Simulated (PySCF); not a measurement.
Computed shifts of a molecule C7H5N3S, PySCF with PBE/pcSseg-1, GIAO, gas phase, equivalent atoms averaged, in ppm (number of nuclei): ¹³C: 173.6 (1), 165.2 (1), 163.8 (1), 162.0 (1), 150.5 (1), 133.3 (1), 126.0 (1). ¹⁵N: 373.8 (1), 335.9 (1), 330.1 (1). ¹H: 9.20 (1), 9.00 (1), 8.31 (1), 7.55 (1), 7.08 (1). References: ¹³C against TMS (σ = 182.0 ppm); ¹⁵N against NH3 (σ = 267.0 ppm); ³³S against H2S (σ = 706.5 ppm); ¹H against TMS (σ = 31.49 ppm), references at their B3LYP-D3(BJ)/def2-TZVP geometries, non-relativistic. Coordinates come from a B3LYP-D3(BJ)/def2-SVP optimisation. The values are those of a single conformer.

Problem. Pick the molecule that these values belong to.
A. CCc1nc(C#N)sc1C#N
B. c1ncc(-c2cncs2)cn1
C. c1cnc(-c2nccs2)nc1

Solution. C, c1cnc(-c2nccs2)nc1
